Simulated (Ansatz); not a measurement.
`BC[SiH](F)Cl` + NH₃ → `N[SiH](F)Cl` + `BC` at 400 K and 1 bar (ligand exchange at the Si–C bond).

Computed with Ansatz on PBE0-D4/def2-TZVP structures; ΔE is electronic, products minus reactants. CCSD(T)/CBS adds triple-zeta CCSD(T) − MP2 to the extrapolated MP2 energy (def2 sets, frozen cores). This one scheme is used for every species. One conformer a species, not always the lowest.

| species | CCSD(T)/CBS energy (Eh) | H − E (kJ/mol) | S (J/(mol·K)) |
| --- | --- | --- | --- |
| `BC[SiH](F)Cl` | -914.62178 | 194.8 | 389.1 |
| NH₃ | -56.50880 | 104.2 | 203.1 |
| `N[SiH](F)Cl` | -905.31614 | 130.9 | 344.1 |
| `BC` | -65.83255 | 164.9 | 265.6 |

H − E and S are ideal-gas, rigid-rotor, harmonic terms from PBE0-D4/def2-TZVP, for one conformer and one mirror image of each species. 1 Eh = 2625.50 kJ/mol, R = 8.31446 J/(mol·K).

**Question.** By hand: ΔE, ΔH, ΔS and ΔG.

**Answer.** ΔE = (-905.31614) + (-65.83255) − (-914.62178) − (-56.50880) = -0.01811 Eh = -47.5 kJ/mol. Δ(H − E) = 130.9 + 164.9 − 194.8 − 104.2 = -3.2, so ΔH = -50.7 kJ/mol. ΔS = 344.1 + 265.6 − 389.1 − 203.1 = 17.5 J/(mol·K). ΔG = -50.7 − 400 × (17.5)/1000 = -57.7 kJ/mol.

**Question.** By hand: the equilibrium constant, and the temperature at which ΔG would vanish if ΔH and ΔS stayed fixed.

**Answer.** log₁₀ K = −ΔG/(RT ln 10) = 7.5. ΔH and −TΔS have one sign here, so there is no such temperature.

ΔH outweighs TΔS. A doubt of 5 kJ/mol in ΔE shifts log₁₀ K by 0.7 here. Other conformers and mirror images would add mixing entropy, several J/(mol·K) or more a flexible species. Modes under 60 cm⁻¹, often nearly free rotors, make the harmonic entropy too high. These are equilibria of isolated gas molecules and say nothing of rates. Largest T1 diagnostic: 0.011 (customary marks: 0.02 for closed shells, 0.045 for open ones).
